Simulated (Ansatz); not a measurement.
FGeH$_{5}$OSSi (`O[SiH](F)[S][GeH3]`), relaxed with RKS PBE0-D4/def2-TZVP in Ansatz 0.2.0 from a PBE-D4/def2-SVP geometry. The force threshold is 0.005 eV/Å; the program also tests the step.

Charge 0, multiplicity 1.

Start:

```xyz
10

O    -1.420    0.251    0.762
Si    0.084    0.358    1.486
F     0.399   -1.109    2.148
S     1.476    0.891   -0.026
Ge    0.467   -0.182   -1.755
H    -2.056   -0.343    1.200
H     0.163    1.349    2.600
H     0.044   -1.605   -1.320
H     1.580   -0.249   -2.830
H    -0.738    0.640   -2.265
```

```
step  energy (eV)  largest force (eV/Å)  largest move (Å)
   1  -80065.0945                 1.255             0.000
   2  -80065.1531                 0.745             0.046
   3  -80065.1700                 0.127             0.024
   4  -80065.1709                 0.171             0.025
   5  -80065.1728                 0.032             0.027
   6  -80065.1731                 0.040             0.016
   7  -80065.1735                 0.011             0.010
   8  -80065.1737                 0.082             0.022
   9  -80065.1740                 0.040             0.033
  10  -80065.1741                 0.017             0.012
  11  -80065.1741                 0.013             0.005
  12  -80065.1742                 0.014             0.015
  13  -80065.1742                 0.005             0.006
  14  -80065.1742                 0.007             0.002
  15  -80065.1742                 0.002             0.001
```

End:

```xyz
10

O    -1.439    0.278    0.822
Si    0.066    0.339    1.458
F     0.404   -1.117    2.023
S     1.397    0.940   -0.047
Ge    0.493   -0.192   -1.757
H    -2.103   -0.231    1.291
H     0.183    1.260    2.605
H     0.112   -1.604   -1.298
H     1.612   -0.242   -2.804
H    -0.724    0.568   -2.293
```

Run time 46 s (4 threads of a server CPU on a shared host); peak host memory 0.73 GiB.
